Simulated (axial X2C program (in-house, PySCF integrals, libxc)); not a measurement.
# Density and ELF of InF⁺

Calculated with an in-house relativistic program for diatomic molecules. Two-component (2c) means X2C with spin–orbit coupling and atomic mean-field two-electron Coulomb and Gaunt terms. Basis: In dyall-cv3z [11s12p9d4f1g], F dyall-av3z [7s6p3d2f] (cores contracted in-house); Gaussian nuclei, density fitting, unrestricted open shells. Masses: In 114.904 u, F 18.998 u.

PBE0, with spin–orbit coupling, state Ω = 1/2 (⟨Sz⟩ = 0.50, ⟨Lz⟩ = 0.00 at PBE0); In at z = 0, F at z = 1.922 Å.

The maps cover the half plane through the axis: z from -2.4 to 4.2 Å along the bond, ρ from 0.15 to 2.25 Å away from it (steps of 0.3 Å, the bottom row nearest the axis).

log10 of the density in e/bohr³:

digits 0 to 9 span -6.30 to 1.81 evenly
```
12223333333333222221100
22333344443333333322110
23334444444444443332211
23344455555444544433221
33445556665555555443321
33445566766666666544322
34455677877667776654322
34455678987667887654332
```

Electron localisation function (collinear form, no current term, damped to 0 at low density):

digits 0 to 9 span 0.00 to 1.00 evenly
```
00000011000000000000000
00012443210000000000000
00145543211000000000000
01576532211001221000000
04776422221113554200000
16875324442136776420000
37874247774147888630000
47864363736157128631000
```

Axial spin density in 10⁻³ e/bohr³:

digits 0 to 9 span -6.19 to 6.19 evenly, values beyond are clipped
```
55555555555555555555555
55555555555555555555555
55555666655544445555555
55566788765544445555555
55578999975444445555555
55689999765345446555555
55799992935269999855555
55799999906199999965555
```

The state is one determinant whose occupation by symmetry is held fixed; it was picked as the lowest of a PBE0 search that is not exhaustive. Density functionals use the spin component along the axis (collinear).
